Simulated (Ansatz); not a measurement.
Energy needed to pull apart InNH₄ (SMILES [NH2][InH2]), singlet, into free ground-state atoms, from the structure below (displaced at random from its PBE0-D4/def2-TZVP minimum); no zero-point or spin–orbit terms; open-shell atoms are treated unrestricted, in their ground-state multiplicity.

```json
{"atom": "N1", "x (Å)": "-0.1503", "y (Å)": "-1.2070", "z (Å)": "0.1222"}
{"atom": "In2", "x (Å)": "0.1105", "y (Å)": "0.9791", "z (Å)": "-0.0088"}
{"atom": "H3", "x (Å)": "-0.6523", "y (Å)": "-1.3317", "z (Å)": "0.7963"}
{"atom": "H4", "x (Å)": "0.3513", "y (Å)": "-1.9131", "z (Å)": "-0.6607"}
{"atom": "H5", "x (Å)": "1.0867", "y (Å)": "1.4946", "z (Å)": "-1.3190"}
{"atom": "H6", "x (Å)": "-0.7698", "y (Å)": "1.6818", "z (Å)": "1.2595"}
```

Computed with Ansatz 0.2.0 (basis: def2-TZVPP); correlated methods freeze the cores. Filled d shells of the heavier atoms are correlated. Core potentials replace the inner electrons of the atoms past krypton. The def2 sets are not built for correlating such inner shells, so the correlated values are less sure here.

```
   method  atomization energy (eV)
   PBE-D4                    14.07
r2SCAN-D4                    13.83
  PBE0-D4                    13.68
  wB97M-V                    14.05
       HF                     8.42
      MP2                        ?
     CCSD                        ?
  CCSD(T)                    13.54
```

Task: What does MP2 give? (Judge from chemistry; the value comes from the calculation.)

Result: By the calculation: 13.31 eV, which is about 0.23 eV less than CCSD(T)/def2-TZVPP.

Task: What does CCSD give? (An estimate is asked for; the value comes from the calculation.)

Result: The calculation gives: 13.28 eV, which is about 0.26 eV less than CCSD(T)/def2-TZVPP.

In triple zeta the MP2 and coupled-cluster atomization energies are still short of their basis limit by a few kcal/mol a bond, whereas those of the functionals are nearly converged, so these differences are not deviations from converged CCSD(T).

The T1 diagnostic stays at or below 0.019.

For scale, one of the runs: CCSD(T)/def2-TZVPP forces, 137 basis functions (an equivalent command: `ansatz run in.yaml --threads 2`). The run took 89 s on 2 CPU threads (shared host), with 1.4 GiB of host memory at its peak.
